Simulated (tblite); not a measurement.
What does the GFN2-xTB structure of `C=C([CH][SiH3])C(F)=C(F)F` [radical] look like in three dimensions? (Doublet state.)

Z-matrix in Å and degrees, rows numbered from 1:
```
C 
C   1  1.3730
C   2  1.3939  1  123.53
Si  3  1.8708  2  125.40  1     2.87
C   2  1.4754  1  116.52  3  -178.84
F   5  1.3516  2  115.76  1    23.67
C   5  1.3324  2  128.44  1  -154.57
F   7  1.3269  5  125.38  2     0.19
F   7  1.3265  5  124.50  2   179.40
H   1  1.0748  2  121.50  3   179.05
H   1  1.0731  2  120.48  3    -0.43
H   3  1.0785  2  117.28  1  -176.60
H   4  1.4610  3  107.22  2   178.28
H   4  1.4662  3  110.02  2    58.22
H   4  1.4677  3  110.04  2   -61.94
```

C1 (carbon bonded to C and 2 H) is planar (angles 121.5°, 120.5° and 118.0°, sum 360.0°, 0.00 Å off the plane of its three neighbours). Of the pairs four or more bonds apart, Si4···H11 is among the closest relative to their van der Waals radii: 2.83 Å, 86 % of the sum of Bondi's values. C3 (carbon bonded to C, Si and H) is planar (angles 125.4°, 117.3° and 117.3°, sum 360.0°, 0.00 Å off the plane of its three neighbours). Si4 (silicon bonded to C and 3 H) is tetrahedral (angles from 107.2° to 110.4°).

Structure optimised with GFN2-xTB, isolated species. This method treats the open shell by occupation alone, without spin polarisation.

Point group: C1 (no symmetry element, even within 0.4 Å). Its GFN2-xTB frequencies are all real (lowest 37 cm⁻¹). Torsions: C1–C2–C3–Si4 3°, C1–C2–C5–F6 24°. 3 starts were optimised and ended at 0.00, 0.71 and 0.72 kcal/mol (GFN2-xTB); the lowest of these is shown.

Hardware: one thread of an Arm Neoverse V2, shared host. Cost: 0.63 s of wall time. This is the geometry optimisation.

One conformer stands for the species.

These are computed values.
